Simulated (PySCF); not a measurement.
Bi(Me)3 (C₃H₉Bi), SMILES [CH3][Bi]([CH3])[CH3]. Coordinates come from a r2SCAN-D4/def2-SVP optimisation. The isomer is the one that the SMILES or the coordinates give; other isomers of the formula were not compared. The def2 effective core potentials stand for the cores of Bi; spin–orbit coupling is left out.

Computed equilibrium geometry at r2SCAN-D4/def2-SVP (PySCF confirms it by a frequency run) as Cartesian coordinates in Å, and its point group:
point group C3v.
```xyz
13

Bi     0.0000     0.0000     0.3271
C     -1.6497    -0.9524    -0.9382
H     -1.7160    -2.0263    -0.7094
H     -1.4098    -0.8140    -2.0024
H     -2.6128    -0.4729    -0.7094
C      0.0000     1.9049    -0.9382
H      0.0000     1.6279    -2.0024
H      0.8968     2.4992    -0.7094
H     -0.8968     2.4992    -0.7094
C      1.6497    -0.9524    -0.9382
H      1.4098    -0.8140    -2.0024
H      1.7160    -2.0263    -0.7094
H      2.6128    -0.4729    -0.7094
```
